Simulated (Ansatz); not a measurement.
**Telling isomers of C2H8BSi apart by their spectra**

These gas-phase data were calculated for one isomer of C2H8BSi at r2SCAN-D4/def2-SVP (harmonic, unscaled wavenumbers; equilibrium rotational constants with average atomic masses):

| Quantity | Value |
| --- | --- |
| rotational constants | 21.46, 2.362, 2.185 GHz |
| all wavenumbers above 1500 cm⁻¹ | 3152, 3128, 3125, 3081, 3031, 3008, 2553, 2199 |

Candidates:

(1) `CB[SiH]C`, a doublet
(2) `CB(C)[SiH2]`, a doublet
(3) `CBC[SiH2]`, a doublet

Task: Assign the data to one candidate and say why.

Result: Candidate (1). The band at 2553 cm⁻¹ lies where the B–H stretch is expected; (2) has no mode between 2350 and 2900 cm⁻¹. 1 mode lies between 2000 and 2380 cm⁻¹, one for each Si–H bond, while (3) has 2.

The same quantities for all candidates:

```
     rotational constants (GHz)                     wavenumbers above 1500 cm⁻¹  E above the lowest, r2SCAN-D4/def2-SVP (kcal/mol)
(1)         21.46, 2.362, 2.185  3152, 3128, 3125, 3081, 3031, 3008, 2553, 2199                                                2.6
(2)          7.297, 3.783, 2.57  3131, 3131, 3084, 3080, 3006, 3003, 2233, 2214                                                0.0
(3)          11.39, 3.09, 2.777  3140, 3130, 3090, 3056, 3009, 2555, 2225, 2200                                                2.3
```

Harmonic stretches to hydrogen usually lie a few per cent above observed fundamentals. Each candidate is one conformer. Open shells are spin-unrestricted. Programs: Ansatz 0.2.0.
